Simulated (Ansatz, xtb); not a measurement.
A geometry optimisation of CH4F3NSn with r2SCAN-D4/def2-SVP

The starting geometry of this gas-phase singlet was built from a drawn formula by distance geometry and a force field; its bonds are those of `N[CH2][Sn]([F])([F])[F]`.

```xyz
10

C    -1.3967    1.3107    0.2195
F     0.4547    0.8015    2.9745
F     1.6534   -0.0418    0.1284
F    -0.7251   -1.7051    1.4024
N    -2.6396    1.4568    0.9734
Sn    0.0563    0.0975    1.2194
H    -2.4018    1.8078    1.8987
H    -2.9909    0.4409    1.0880
H    -0.9103    2.3284    0.0333
H    -1.6252    0.8958   -0.7997
```

**Question.** Where would you expect an optimisation with r2SCAN-D4/def2-SVP to take it?

**Answer.** It keeps its bonds, and is `N[CH2][Sn]([F])([F])[F]`.

The energy falls by 0.40 eV over 29 steps:

```tsv
step	E − E(last) (eV)
1	0.402
4	0.029
7	0.014
10	0.010
13	0.009
17	0.008
20	0.006
23	0.001
26	0.000
29	0.000
```

Final geometry (Å):

```
atom    x (Å)    y (Å)    z (Å)
   C  -1.4715   1.4774   0.2205
   F   1.0684   0.9249   2.7542
   F   1.6200  -0.6835   0.2226
   F  -0.9438  -1.1495   1.8250
   N  -2.6847   1.1614   0.8494
  Sn   0.2066   0.2713   1.1440
   H  -2.7712   1.5128   1.8003
   H  -2.9096   0.1677   0.8405
   H  -1.1946   2.5349   0.3167
   H  -1.4448   1.1751  -0.8353
```

From the same start GFN2-xTB ends elsewhere, in pieces: CH4N + F3Sn.

The end wasn't checked by frequencies. Atoms past krypton carry core potentials, without spin–orbit terms. Run with Ansatz 0.2.0, 79 s on 2 threads of Arm Neoverse V2, on a shared host.
